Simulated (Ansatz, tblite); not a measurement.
Isomers of SiW3 (singlet), found by a short tight-binding search and relaxed with PBE-D4/def2-SVP in Ansatz.

In the def2 sets W takes a core potential; there is no spin–orbit coupling. The xTB rows come from tblite. LC-ωPBE has ω = 0.4 bohr⁻¹. HSE06 is defined as in plane-wave codes, on full-range PBE exchange.

Run but left out: HF/def2-TZVP, MP2/def2-TZVP, CCSD/def2-TZVP, CCSD(T)/def2-TZVP (flagged by the program: large difference).

A: The restricted singlet is unstable towards broken spin symmetry in Hartree–Fock (as tested in another run); at PBE-D4/def2-TZVP, r2SCAN-D4/def2-TZVP, PBE0-D4/def2-TZVP, HSE06-D4/def2-TZVP and others this wasn't settled.

Other spin states were run for one of them alone.

A:

```xyz
4

W     0.472    0.522   -1.222
W    -0.548   -0.517    1.192
W    -1.651    0.115   -0.648
Si    1.726   -0.120    0.678
```

B:

```xyz
4

W     1.343   -0.530   -0.058
W    -0.900   -1.131   -0.006
W    -0.143    0.645    1.285
Si   -0.301    1.016   -1.221
```

**Question.** Estimate which lies lowest at each level, and how far above it the others are (kJ/mol).

**Answer.** 
```
              level      A    B
           GFN1-xTB  443.9  0.0
           GFN2-xTB   79.3  0.0
   PBE-D4/def2-TZVP  141.7  0.0
r2SCAN-D4/def2-TZVP  152.1  0.0
  PBE0-D4/def2-TZVP  150.9  0.0
 HSE06-D4/def2-TZVP  151.0  0.0
  LC-ωPBE/def2-TZVP  154.4  0.0
```
Point groups (tolerance 0.1 Å): A C2v, B C3v. Lower isomers may exist.
